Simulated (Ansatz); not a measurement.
Program: Ansatz. Geometries: PBE0-D4/def2-TZVP. ΔE: electronic, gas phase. CCSD(T)/CBS is the MP2 limit (def2-TZVPP, def2-QZVPP) plus CCSD(T) − MP2 in def2-TZVPP, frozen cores. Functionals use def2-TZVPP. Elements past krypton have def2 core potentials. For Sn outer-core shells are correlated without core-valence functions, which leaves a few kJ/mol of doubt a bond. One conformer a species, not always the lowest.

Consider the cleavage of the B–Sn bond: `[BH2][SnH2][SiH3]` + `C=C(N)O` → `BOC(=C)N` + `[SiH3][SnH3]`.

| level | ΔE (kJ/mol) |
| --- | --- |
| r2SCAN-D4 | -136.3 |
| ωB97M-V | -137.5 |
| B2PLYP | -139.8 |
| MP2/def2-QZVPP | -131.2 |

Task: What does CCSD(T)/CBS give? (An estimate is asked.)

Result: The calculation gave: -131.1 kJ/mol. The listed levels differ from it by -5.2, -6.4, -8.7, -0.1 kJ/mol.

Largest T1 diagnostic among the species: 0.014.
